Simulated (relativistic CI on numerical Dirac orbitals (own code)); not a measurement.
## Sensitivity of the levels of Rh15+ to α and to the nuclear radius

Calculated at this level of theory: Dirac-Coulomb-Breit CI, KLI orbitals optimised for each configuration, derivatives by finite differences, unscaled Slater integrals, QED left out (own radial code, finite nucleus).

CI space (outside the closed core [Ar] 3d10): 4s2, 4s 4p, 4p2, 4s 4d, 4d2, 4s 4f, 4p 4d, 4f2. Levels of other configurations are missing.

With x = (α/α₀)² − 1 an excitation energy changes as ω = ω₀ + qx; K = 2q/ω₀ is the relative enhancement. Terms are leading LS components, so labels can repeat. The field-shift factor is F = δν/δ⟨r²⟩ for the transition from the lowest level.

Lowest level 4s2 1S_0.

```csv
Level,ω₀ (cm⁻¹),q (cm⁻¹),F (GHz/fm²)
4s 4p 3P°_0,239715,12270,-55.6
4s 4p 3P°_1,251159,20890,-55.9
4s 4p 3P°_2,287248,62980,-56.6
4s 4p 1P°_1,366987,56350,-57.5
4p2 3P_0,562860,34540,-114
4p2 3P_1,594829,77660,-115
4p2 1D_2,597002,77220,-111
4p2 3P_2,641336,125200,-112
4p2 1S_0,696930,120800,-114
4s 4d 3D_1,772215,67560,-55.6
4s 4d 3D_2,775295,70490,-55.6
4s 4d 3D_3,780412,75800,-55.5
4s 4d 1D_2,844608,76410,-62.4
```

At this charge energies of transitions that change n are usually good to better than 1 %, and those within a shell (Δn = 0) to a few per cent.

Question: Which transition from the lowest level has the largest |K|?

Answer: 4s 4p 3P°_2 at 287248 cm⁻¹, K = 0.439.
